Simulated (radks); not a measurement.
Problem. Radial electron density D(r) = 4 pi r^2 rho(r) of an atom or ion with 38 electrons. All-electron calculation, Dirac Kohn-Sham, PBE, spin-unpolarised, spherical densities, finite nucleus; Fermi nuclear charge, rms radius of each element as measured or else 0.836 A^(1/3) + 0.57 fm. Program: a radial shooting solver on a logarithmic mesh with Libxc functionals.

| r (bohr) | D(r) (e/bohr) |
|---|---|
| 0.001527 | 1.272 |
| 0.001778 | 1.672 |
| 0.002053 | 2.159 |
| 0.00239 | 2.818 |
| 0.00276 | 3.613 |
| 0.003188 | 4.613 |
| 0.003711 | 5.936 |
| 0.004286 | 7.494 |
| 0.00499 | 9.513 |
| 0.005762 | 11.83 |
| 0.006708 | 14.75 |
| 0.007747 | 17.97 |
| 0.008947 | 21.64 |
| 0.01042 | 25.94 |
| 0.01203 | 30.29 |
| 0.014 | 34.97 |
| 0.01617 | 39.22 |
| 0.01868 | 42.95 |
| 0.02174 | 45.95 |
| 0.02511 | 47.55 |
| 0.02924 | 47.72 |
| 0.03376 | 46.50 |
| 0.03899 | 44.30 |
| 0.04539 | 41.73 |
| 0.05242 | 40.05 |
| 0.06103 | 40.12 |
| 0.07048 | 42.49 |
| 0.08205 | 47.16 |
| 0.09476 | 52.37 |
| 0.1094 | 56.43 |
| 0.1274 | 57.35 |
| 0.1471 | 54.06 |
| 0.1713 | 47.04 |
| 0.1978 | 39.60 |
| 0.2285 | 34.46 |
| 0.266 | 33.60 |
| 0.3072 | 36.54 |
| 0.3576 | 40.42 |
| 0.413 | 41.30 |
| 0.4808 | 37.28 |
| 0.5552 | 29.64 |
| 0.6412 | 20.95 |
| 0.7465 | 13.55 |
| 0.8621 | 9.533 |
| 1.004 | 7.968 |
| 1.159 | 7.596 |
| 1.339 | 7.051 |
| 1.558 | 5.777 |
| 1.8 | 4.159 |
| 2.095 | 2.577 |
| 2.42 | 1.541 |
| 2.794 | 0.9843 |
| 3.253 | 0.7412 |
| 3.757 | 0.6403 |
| 4.374 | 0.5315 |
| 5.051 | 0.3918 |
| 5.88 | 0.2372 |
| 6.791 | 0.1231 |
| 7.843 | 0.05318 |
| 9.13 | 0.01751 |
| 10.54 | 0.004773 |
| 12.28 | 0.0009029 |
| 14.18 | 0.0001375 |

What is the nuclear charge?

Solution. Z = 38. The innermost maximum, from 1s, lies near gamma/Z bohr with gamma = sqrt(1 - (Z/c)^2) = 0.961, here 0.0253 bohr (found: 0.0276), and its height grows with Z. The density is that of neutral strontium in [Kr] 5s2; the configuration itself is not fixed sharply by these data, and Z only to a few units. D(r) has 3 maxima, at r = 0.0276, 0.122, 0.397 bohr, and minima at 0.0563, 0.254 bohr, inside which lie 2.07, 11.07 electrons.
